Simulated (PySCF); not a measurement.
Isomers of C4H13FSi4, mass 192.008 u with the commonest isotopes. Method used: PBE0/pcSseg-1 in PySCF (dipole) on a GFN2-xTB geometry, gas phase. One conformer each, none proved a minimum here; rigid rotors.

Question: Order these by rotational constant A, largest first.
A. `[CH3:1]/[CH:2]=[CH:3]/[Si@@H:4]1[CH2:5][SiH2:6][SiH2:7][Si@H:8]1[F:9]` with C2–C3–Si4–C5 -131°, C3–Si4–C5–Si6 -75°, Si4–C5–Si6–Si7 -37°, C5–Si6–Si7–Si8 15°, Si6–Si7–Si8–F9 -108°
B. `[CH2:1]=[CH:2][CH2:3][Si@@H:4]1[SiH2:5][Si@H:6]([F:7])[Si@@H:8]1[CH3:9]` with C1–C2–C3–Si4 -110°, C2–C3–Si4–Si5 164°
C. `[F:1][Si@@H:2]1[CH2:3][CH2:4][C@H:5]1[CH:6]1[SiH2:7][SiH2:8][SiH2:9]1` with C4–C5–C6–Si7 54°, F1–Si2–C3–C4 -120°, Si2–C3–C4–C5 10°, C3–C4–C5–C6 -136°, C5–C6–Si7–Si8 134°
D. `[CH3:1][C:2]#[C:3][Si@@H:4]([CH2:5][SiH3:6])[Si@@H:7]([F:8])[SiH3:9]` with C3–Si4–C5–Si6 -170°, C3–Si4–Si7–F8 134°
E. `[F:1][Si@@H:2]1[CH2:3][CH2:4][C@@H:5]1[CH:6]1[SiH2:7][SiH2:8][SiH2:9]1` with C4–C5–C6–Si7 -54°

Answer: C (1379 MHz), E (1341 MHz), B (1095 MHz), A (1045 MHz), D (804.0 MHz).

Question: Order these by dipole moment, smallest first.
A. `[F:1][Si@@H:2]1[CH2:3][CH2:4][C@@H:5]1[CH:6]1[SiH2:7][SiH2:8][SiH2:9]1` with C4–C5–C6–Si7 -54°
B. `[F:1][Si@@H:2]1[CH2:3][CH2:4][C@H:5]1[CH:6]1[SiH2:7][SiH2:8][SiH2:9]1` with C4–C5–C6–Si7 54°, F1–Si2–C3–C4 -120°, Si2–C3–C4–C5 10°, C3–C4–C5–C6 -136°, C5–C6–Si7–Si8 134°
C. `[CH2:1]=[CH:2][CH2:3][Si@@H:4]1[SiH2:5][Si@H:6]([F:7])[Si@@H:8]1[CH3:9]` with C1–C2–C3–Si4 -110°, C2–C3–Si4–Si5 164°
D. `[CH3:1][C:2]#[C:3][Si@@H:4]([CH2:5][SiH3:6])[Si@@H:7]([F:8])[SiH3:9]` with C3–Si4–C5–Si6 -170°, C3–Si4–Si7–F8 134°
E. `[CH3:1]/[CH:2]=[CH:3]/[Si@@H:4]1[CH2:5][SiH2:6][SiH2:7][Si@H:8]1[F:9]` with C2–C3–Si4–C5 -131°, C3–Si4–C5–Si6 -75°, Si4–C5–Si6–Si7 -37°, C5–Si6–Si7–Si8 15°, Si6–Si7–Si8–F9 -108°

Answer: C (1.58 D), B (1.72 D), A (1.86 D), E (2.39 D), D (3.22 D).

Question: Order these by radius of gyration √(Σ m r²/M), smallest first.
A. `[CH3:1][C:2]#[C:3][Si@@H:4]([CH2:5][SiH3:6])[Si@@H:7]([F:8])[SiH3:9]` with C3–Si4–C5–Si6 -170°, C3–Si4–Si7–F8 134°
B. `[CH3:1]/[CH:2]=[CH:3]/[Si@@H:4]1[CH2:5][SiH2:6][SiH2:7][Si@H:8]1[F:9]` with C2–C3–Si4–C5 -131°, C3–Si4–C5–Si6 -75°, Si4–C5–Si6–Si7 -37°, C5–Si6–Si7–Si8 15°, Si6–Si7–Si8–F9 -108°
C. `[CH2:1]=[CH:2][CH2:3][Si@@H:4]1[SiH2:5][Si@H:6]([F:7])[Si@@H:8]1[CH3:9]` with C1–C2–C3–Si4 -110°, C2–C3–Si4–Si5 164°
D. `[F:1][Si@@H:2]1[CH2:3][CH2:4][C@@H:5]1[CH:6]1[SiH2:7][SiH2:8][SiH2:9]1` with C4–C5–C6–Si7 -54°

Answer: D (2.302 Å), C (2.489 Å), B (2.622 Å), A (2.821 Å).

```json
{"SMILES": "C/C=C/[Si@@H]1C[SiH2][SiH2][Si@H]1F", "point group": "C1", "Ia (u·Å²)": "483.77", "Ib (u·Å²)": "971.60", "Ic (u·Å²)": "1185.53", "κ": "-0.70", "μa (D)": "2.07", "μb (D)": "1.05", "μc (D)": "0.58"}
{"SMILES": "CC#C[Si@@H](C[SiH3])[Si@@H](F)[SiH3]", "point group": "C1", "Ia (u·Å²)": "628.55", "Ib (u·Å²)": "1059.15", "Ic (u·Å²)": "1368.89", "κ": "-0.50", "μa (D)": "2.49", "μb (D)": "0.23", "μc (D)": "2.04"}
{"SMILES": "F[Si@@H]1CC[C@@H]1C1[SiH2][SiH2][SiH2]1", "point group": "C1", "Ia (u·Å²)": "376.97", "Ib (u·Å²)": "816.73", "Ic (u·Å²)": "840.49", "κ": "-0.95", "μa (D)": "1.21", "μb (D)": "0.94", "μc (D)": "1.05"}
{"SMILES": "C=CC[Si@@H]1[SiH2][Si@H](F)[Si@@H]1C", "point group": "C1", "Ia (u·Å²)": "461.32", "Ib (u·Å²)": "848.27", "Ic (u·Å²)": "1069.53", "κ": "-0.60", "μa (D)": "1.13", "μb (D)": "0.20", "μc (D)": "1.08"}
{"SMILES": "F[Si@@H]1CC[C@H]1C1[SiH2][SiH2][SiH2]1", "point group": "C1", "Ia (u·Å²)": "366.51", "Ib (u·Å²)": "930.38", "Ic (u·Å²)": "1076.07", "κ": "-0.84", "μa (D)": "0.72", "μb (D)": "1.49", "μc (D)": "0.46"}
```
